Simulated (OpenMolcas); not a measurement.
**neutral silicon: CASPT2 settings compared**

| Property | Result |
| --- | --- |
| Program | OpenMolcas 26.06 |
| Basis | ANO-RCC-VDZ [4s3p] |
| Scalar Hamiltonian | DKH3, point nucleus |
| Active space | 2 electrons in 3 orbitals (3p) |
| State averaging | 2S+1 = 3 even, 3 roots; 2S+1 = 1 even, 6 roots |
| Spin-orbit coupling | state interaction with AMFI integrals over the reference wave functions, term energies averaged over their components |

Methods on the same reference wave functions:
A. CASSCF
B. SS-CASPT2, IPEA 0.2 Eh, imaginary shift 0.4 Eh (closed shells correlated: 2s 2p 3s)
C. SS-CASPT2, IPEA 0.4 Eh, imaginary shift 0.5 Eh (closed shells correlated: 3s)
D. XMS-CASPT2, IPEA 0.1 Eh, imaginary shift 0.2 Eh (closed shells correlated: 2s 2p 3s)

Energies in cm-1 above 3s2 3p2 3P0, the measured ground level; measured values from NIST Handbook of Basic Atomic Spectroscopic Data.

```
      Level      A      B      C      D  Measured
3s2 3p2 3P0    0.0    0.0    0.0    0.0       0.0
3s2 3p2 3P1   65.9   66.3   66.3   66.3      77.1
3s2 3p2 3P2    194    194    194    194       223
3s2 3p2 1D2   8885   8580   8620   8490      6299
3s2 3p2 1S0  21855  16930  17430  16730     15394
```

Deviations, from unrounded energies. A percentage is the sum of absolute deviations over the sum of measured energies, with the sign that they share, or ± where signs differ.

| Against measurement | Levels | A | B | C | D |
| --- | --- | --- | --- | --- | --- |
| mean absolute deviation (cm-1) | 4 | 2300 | 960 | 1100 | 890 |
| fine structure of the ground term (%) | 2 | -13.5 | -13.2 | -13.3 | -13.2 |
| other terms of the ground configuration (%) | 2 | +41.7 | +17.6 | +20.1 | +16.3 |

D lies closest to measurement on these levels and A furthest from it. The largest miss of D in the table is 3s2 3p2 1D2, by +2200 cm-1. The ranking rests on the paired levels alone, and a cruder setting can come out closer through cancelling errors.

Among B to D the level of the table that moves most is 3s2 3p2 1S0, by 700 cm-1 (lowest in D, highest in C). Moves below CASPT2's spread within the term are not significant.

From A to B the spin-free energies of the other terms of 3s2 3p2 shown, above 3P, scale by factors of 0.77 to 0.97.

The lowest spin-free term lies below A's lowest term by 0.019 hartree in B, 0.014 hartree in C, 0.021 hartree in D.

Term energies are means over components that CASPT2 splits; among the terms shown or strongly mixed into the levels shown the widest spread is 110 cm-1 (3s2 3p2 1D, C). With the s shell closed, the reference lacks s² → p² mixing. Without dynamic correlation excited terms often stand tens of per cent too high (terms of higher spin than the ground term too low), and those without a measured partner can miss by more than the paired ones (holds for A). Some terms miss by over 15 % even with CASPT2, which points to a basis or an active space too small for the shells correlated (holds for B; C; D). Computed and measured levels are paired by configuration, term and J; levels that our copy of the source lacks, or whose pairing is in doubt (as where it misses far off the trend of its configuration), stay unpaired and out of the deviations. Levels of configurations outside the active space are missing.
